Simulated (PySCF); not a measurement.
## NMR parameters from quadrupole coupling constants

C6H9ClF2O.
Geometry (GFN2-xTB, Å), atoms numbered from 1 in this order:
```
atom  x, y, z in Å
C1    -1.9401   -0.9988    0.1008
C2    -0.9518   -0.1550   -0.6962
C3    -0.0548    0.7411    0.1682
C4     0.7148    1.7373   -0.6977
C5     0.9329   -0.0755    1.0243
F6     0.2986   -0.6849    2.0556
F7     1.8328    0.7554    1.6242
C8     1.7284   -1.0891    0.1896
O9     2.5747   -0.8008   -0.5878
Cl10   1.2540   -2.7413    0.4674
H11   -2.5567   -0.3641    0.7330
H12   -2.5915   -1.5420   -0.5792
H13   -1.4332   -1.7215    0.7328
H14   -1.5136    0.5006   -1.3647
H15   -0.3288   -0.7993   -1.3210
H16   -0.6771    1.2899    0.8848
H17    0.0118    2.3562   -1.2487
H18    1.3527    1.2171   -1.4080
H19    1.3371    2.3840   -0.0849
```

Computed at PBE0/pcSseg-1 (PySCF, non-relativistic):

```
atom           environment  nucleus  spin I    Q (b)  CQ = χzz (MHz)      η
  O9       carbonyl oxygen      17O     5/2  -0.0256          10.083  0.520
Cl10  chlorine bonded to C     35Cl     3/2  -0.0817         -64.485  0.377
```

Task: Which field gradients stand behind these couplings (CQ in MHz = 234.96 × Q in b × Vzz in au)?

Result: The tensor is traceless, so η fixes the two smaller values:

```json
{"atom": "O9", "Vxx (au)": "0.402", "Vyy (au)": "1.274", "Vzz (au)": "-1.676", "Vzz (10²¹ V/m²)": "-16.29"}
{"atom": "Cl10", "Vxx (au)": "-1.046", "Vyy (au)": "-2.313", "Vzz (au)": "3.359", "Vzz (10²¹ V/m²)": "32.64"}
```

Task: Give the quadrupolar product PQ = |CQ|√(1 + η²/3), the quadrupolar frequency νQ = 3|CQ|/[2I(2I − 1)] and the Larmor frequency ν0 = |g| × 7.62259 MHz/T × B at 16.45 T, with g(17O) = −0.75752, g(35Cl) = 0.54792.

Result: 
```csv
atom,PQ (MHz),νQ (MHz),ν0 (MHz),νQ/ν0
O9,10.53,1.512,94.99,0.016
Cl10,66.00,32.24,68.70,0.469
```

For O9: PQ = 10.08 × 1.0441, νQ = 10.08 × 0.1500, ν0 = 5.7742 MHz/T × 16.45 T.

For Cl10 νQ isn't small against ν0, so the high-field expansions of solid-state NMR fail there at this field.

Task: For half-integer spins with νQ below a tenth of ν0, find the second-order shift of the centre of gravity of the central transition at 16.45 and 18.8 T.

Result: δ = −(3/40)(PQ/ν0)² [I(I + 1) − 3/4]/[I²(2I − 1)²], in ppm:

```
     site  16.45 T  18.8 T
17O at O9    -73.7   -56.4
```

Task: Quadrupolar 1/T1 and linewidth for τc = 20 ps (extreme narrowing, isotropic tumbling)?

Result: Rate = (3π²/10) PQ² τc (2I + 3)/[I²(2I − 1)], the same for T1 and T2; width = rate/π.

| site | spin factor (2I + 3)/[I²(2I − 1)] | 1/T1 (s⁻¹) | T1 (ms) | linewidth (Hz) |
| --- | --- | --- | --- | --- |
| 17O at O9 | 0.320 | 2100 | 0.476 | 668 |
| 35Cl at Cl10 | 1.333 | 344000 | 0.00291 | 109000 |

The couplings are those of the rigid, isolated species; surroundings and motion change them. GFN2-xTB bond lengths can be off by several hundredths of an ångström, more for odd bonds, and the gradients follow them. With so small a basis the couplings can be 20 % off.

One conformer stands for the species.
